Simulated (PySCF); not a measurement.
# Structure elucidation problem

Molecular formula: C5H13OPSi. Simulated spectra:

¹H NMR (500 MHz, computed): δ 3.83 (m, 3H), 3.66 (m, 4H), 1.36 (m, 4H), 0.66 (m, 2H).

¹³C{¹H} NMR (computed): δ 67.4, 32.4, 11.5.

Theoretical values (PySCF): shielding tensors at B97-2/pcSseg-1 (GIAO), structure optimised with PBE0-D3(BJ)/def2-SVP. Equivalent nuclei averaged, single conformer, non-relativistic, no solvent model.

Scale: ¹H and ¹³C against TMS (reference shieldings calculated alike).

Deduce the structure.

## Answers


- 3 carbon signals for 5 carbons: some carbons are equivalent by symmetry or fast rotation.
- Carbon types of the structure: 5 × CH2, leaving 3 H on heteroatoms.
- δC 67.4: sp3 CH2 bonded to O; pulled downfield by the heteroatom.
- δC 32.4: sp3 CH2 bonded to P.
- δC 11.5: sp3 CH2 bonded to P and Si; an electropositive neighbour leaves it electron-rich and shielded.
- δH 3.83: hydrogen on a silicon bonded to C.
- δH 3.66: hydrogen on an sp3 CH2 bonded to O; its carbon carries O, which withdraws density.
- δH 1.36: hydrogen on an sp3 CH2 bonded to P.
- δH 0.66: hydrogen on an sp3 CH2 bonded to P and Si; an electropositive neighbour shields it, as in TMS itself.

Structure: SMILES [SiH3]CP1CCOCC1.

This is the structure that produced the data.

Splittings by ³¹P in the carbon and heteronuclear signals aren't shown, as no couplings were computed. Shifts are as computed. Against solution values, carbons near 30 ppm lie about +1 ppm off and those near 130 ppm about +2 ppm. Of 1211 compounds with measured shifts, 218 miss one by over three times the rms of a fit or turn the order of signals round; such compounds aren't used in these exercises. No couplings were computed; multiplicities are counted from neighbouring protons, with m where these are inequivalent, close in shift, in a saturated or five-membered ring or joined by F or P, and br s for small geminal =CH2 splittings.
